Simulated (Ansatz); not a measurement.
Relaxation of CH5BLiO (9 atoms, charge 1, multiplicity 1), to a largest force component of 0.02 eV/Å in at most 50 steps.

Method: UKS B3LYP/def2-SVP in Ansatz 0.2.0.

```xyz
9
Properties=species:S:1:pos:R:3
Li -2.225 0.468 -1.414
B -0.644 -0.161 -0.165
C 0.628 0.743 -0.362
O -0.310 -1.134 0.813
H 0.889 0.896 -1.410
H 0.443 1.745 0.033
H 1.526 0.366 0.143
H -0.903 -1.809 1.166
H 0.596 -1.114 1.197
```

**Question.** Where does it end, and by what steps?

**Answer.** The forces met the threshold. After 6 steps the energy has fallen by 0.213 eV; Li1 moved furthest, 0.37 Å.

```csv
step,energy less start (eV),largest force component (eV/Å),accepted
0,0.0000,1.281,yes
1,-0.1448,0.937,yes
2,-0.2063,0.306,yes
3,-0.1593,1.232,no
4,-0.2127,0.059,yes
5,-0.2116,0.128,no
6,-0.2132,0.011,yes
```

```xyz
9
Properties=species:S:1:pos:R:3
Li -2.504 0.249 -1.326
B -0.583 -0.047 -0.239
C 0.729 0.786 -0.358
O -0.326 -1.122 0.801
H 1.005 0.932 -1.417
H 0.521 1.806 0.022
H 1.621 0.405 0.179
H -0.998 -1.770 1.073
H 0.535 -1.238 1.264
```

Whether the end is a true minimum wasn't checked by a vibrational analysis.

The run took 16 s on 2 threads of Intel(R) Xeon(R) Platinum 8488C (Sapphire Rapids), on a shared host, peak memory 0.21 GiB.
